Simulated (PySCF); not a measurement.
**Polarisability and C₆ of Sr⁺ (strontium, charge +1)**

[Kr] 5s1, 2S determinant. Calculation: PySCF 2.14, in aug-cc-pVTZ-X2C; scalar relativity by spin-free X2C-1e. Coupled (time-dependent) response in atomic units; α is the mean over directions.

```
method  mean α (bohr³)  C₆ (like pair)  S(−4)
   UHF           120.8            1149  12640
   PBE           94.56           816.1   7675
  PBE0           101.8           903.4   8935
revPBE           101.9           901.3   9022
```

S(−4) is the Cauchy moment in α(ω) = α(0) + S(−4) ω² + …

α(iu) at UHF:

```json
{"u (hartree)": "0", "α(iu) (bohr³)": "120.8"}
{"u (hartree)": "0.0500", "α(iu) (bohr³)": "95.98"}
{"u (hartree)": "0.100", "α(iu) (bohr³)": "60.54"}
{"u (hartree)": "0.200", "α(iu) (bohr³)": "26.95"}
{"u (hartree)": "0.300", "α(iu) (bohr³)": "15.96"}
{"u (hartree)": "0.500", "α(iu) (bohr³)": "8.802"}
{"u (hartree)": "0.750", "α(iu) (bohr³)": "5.720"}
{"u (hartree)": "1.00", "α(iu) (bohr³)": "4.147"}
{"u (hartree)": "1.50", "α(iu) (bohr³)": "2.455"}
{"u (hartree)": "2.00", "α(iu) (bohr³)": "1.592"}
{"u (hartree)": "3.00", "α(iu) (bohr³)": "0.8021"}
{"u (hartree)": "5.00", "α(iu) (bohr³)": "0.3125"}
```

For an ion, C₆ is the dispersion term alone; charge-induced terms of lower order in 1/R come first.
